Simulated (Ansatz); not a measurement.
Input and output for C2H4AlBr (`[Br][Al]1[CH2][CH2]1`).

```yaml
crystal:
  periodic: [false, false, false]
  atoms:
    - {symbol: Br, position_ang: [-0.975555, -0.836905, 4.115110]}
    - {symbol: Al, position_ang: [-0.335065, -0.301616, 1.448358]}
    - {symbol: C, position_ang: [0.606961, 0.962391, -0.309577]}
    - {symbol: C, position_ang: [-0.299067, -0.746904, -0.870225]}
    - {symbol: H, position_ang: [1.945020, 0.990281, -0.556334]}
    - {symbol: H, position_ang: [0.022893, 2.089768, -0.799325]}
    - {symbol: H, position_ang: [-1.386680, -0.565059, -1.667779]}
    - {symbol: H, position_ang: [0.536742, -1.663456, -1.429976]}
basis:
  gaussian: {orbitals: cc-pVTZ-DK}
total_charge: 1
magnetization: {spin_polarized: true, initial_magnetization: 1}
hamiltonian: {xc: {name: SPW92}}
```

```sh
$ ansatz run in.yaml --threads 2 --pin off --events-out ev --progress --plain --max-ram 4352MiB
```

Shortened log:

```
Functional definition: SPW92
1217 factors; their error is unknown
mean field evaluation 1: about -79476.5003 eV, gradient 6.5e1 eV
mean field evaluation 2: about -79219.2762 eV, gradient 1.4e2 eV
mean field evaluation 4: about -79486.5109 eV, gradient 4.4e1 eV
mean field evaluation 8: about -79504.7711 eV, gradient 5.1e0 eV
mean field evaluation 16: about -79505.0141 eV, gradient 2.1e-1 eV
mean field evaluation 32: about -79505.0142 eV, gradient 2.5e-5 eV
mean field -79505.01421768 eV, -2921.7553820655 hartree, gradient 2.5e-5 eV, S^2 0.761715; 6 other end points of the search recorded, 0 dependent functions left out
reference -79505.01425764 eV, -2921.7553835342 hartree; 32, 31 occupied and 161, 162 virtual orbitals, 1217 factors
Total energy: -79505.01425764 eV, -2921.7553835342 hartree
Relativity: scalar
```

It took 10 s on 2 threads of an Arm Neoverse V1 on a shared host, with 0.49 GiB of host memory at the peak.
